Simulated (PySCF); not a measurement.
Atoms are numbered as in `[CH3:1][CH2:2][c:3]1[o:4][cH:5][cH:6][n+:7]1[CH3:8]` (H(Xn): hydrogen on atom n).

Geometry: GFN2-xTB; GIAO absolute shieldings from PySCF 2.14.0 with density-fitted response routines, gas phase, non-relativistic, averaged over equivalent atoms.

At OPBE/6-31G (92 basis functions, 47 s wall time on 1 thread of an Intel Xeon, shared host):
```csv
atoms,σ (ppm)
C3,44.3
C5,65.7
C6,82.3
C8,165.8
C2,176.3
C1,184.8
O4,37.1
N7,92.1
H(C5),24.68
H(C6),25.39
H(C8),28.64
H(C2),29.49
H(C1),31.16
```

Task: Estimate the result of repeating the calculation with HSE06/def2-SVPD.

Result: 
```json
{"atoms": "C3", "σ at HSE06/def2-SVPD": "26.6", "change": "-17.7"}
{"atoms": "C5", "σ at HSE06/def2-SVPD": "54.6", "change": "-11.1"}
{"atoms": "C6", "σ at HSE06/def2-SVPD": "71.3", "change": "-11.0"}
{"atoms": "C8", "σ at HSE06/def2-SVPD": "161.5", "change": "-4.3"}
{"atoms": "C2", "σ at HSE06/def2-SVPD": "171.6", "change": "-4.7"}
{"atoms": "C1", "σ at HSE06/def2-SVPD": "182.0", "change": "-2.8"}
{"atoms": "O4", "σ at HSE06/def2-SVPD": "43.0", "change": "+5.9"}
{"atoms": "N7", "σ at HSE06/def2-SVPD": "80.6", "change": "-11.5"}
{"atoms": "H(C5)", "σ at HSE06/def2-SVPD": "23.68", "change": "-1.00"}
{"atoms": "H(C6)", "σ at HSE06/def2-SVPD": "24.30", "change": "-1.09"}
{"atoms": "H(C8)", "σ at HSE06/def2-SVPD": "27.78", "change": "-0.86"}
{"atoms": "H(C2)", "σ at HSE06/def2-SVPD": "28.46", "change": "-1.03"}
{"atoms": "H(C1)", "σ at HSE06/def2-SVPD": "30.29", "change": "-0.87"}
```

The largest change is at C3 (substituted aromatic carbon next to the ring oxygen). Cost: 243 basis functions, 3.1 min wall time on 1 thread of an Intel Xeon, shared host. The order of the carbon signals is the same at both levels.
